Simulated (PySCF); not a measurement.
## Electric field gradients and quadrupole coupling constants

Species: AlCl₄ (charge -1).
Geometry (PBE0-D3(BJ)/def2-SVP, Å), atoms numbered from 1 in this order:
```xyz
5
AlCl4 angstrom
Cl    -1.6925   -0.4099   -1.2778
Al     0.0188   -0.0221   -0.0188
Cl    -0.0054    2.0410    0.6183
Cl     1.8324   -0.3962   -1.1276
Cl    -0.0613   -1.3176    1.7094
```

Field gradients from the PBE0/pcSseg-1 density (PySCF, non-relativistic), principal values in atomic units, ordered |Vxx| ≤ |Vyy| ≤ |Vzz|:

| atom | Vxx | Vyy | Vzz |
| --- | --- | --- | --- |
| Cl1 | -0.7065 | -0.7113 | 1.4179 |
| Cl3 | -0.7054 | -0.7122 | 1.4175 |
| Cl4 | -0.7049 | -0.7115 | 1.4163 |
| Cl5 | -0.7082 | -0.7139 | 1.4221 |

Q: Find the asymmetry η = (Vxx − Vyy)/Vzz and the couplings χ = eQV/h (234.96 MHz × Q in barn × V in au), with Q(35Cl) = −0.0817 b.

A: 
| atom | environment | nucleus | η | χzz (MHz) | χxx (MHz) | χyy (MHz) |
| --- | --- | --- | --- | --- | --- | --- |
| Cl1 | chlorine bonded to Al | 35Cl | 0.00 | -27.22 | 13.56 | 13.66 |
| Cl3 | chlorine bonded to Al | 35Cl | 0.00 | -27.21 | 13.54 | 13.67 |
| Cl4 | chlorine bonded to Al | 35Cl | 0.00 | -27.19 | 13.53 | 13.66 |
| Cl5 | chlorine bonded to Al | 35Cl | 0.00 | -27.30 | 13.60 | 13.70 |

The gradient is axial or nearly so (η below 0.05) at Cl1, Cl3, Cl4 and Cl5. At Al2 no principal value exceeds 0.01 au. 

Q: What is Vzz at Cl5 in SI units (1 au = 9.71736 × 10²¹ V/m²)?

A: 1.4221 au = 13.819 × 10²¹ V/m².

Geometry: PBE0-D3(BJ)/def2-SVP; no solvent, vibrations or thermal averaging. The pcSseg-1 basis has no diffuse functions, a weakness for an anion. With a basis this small, the couplings can be 20 % off.
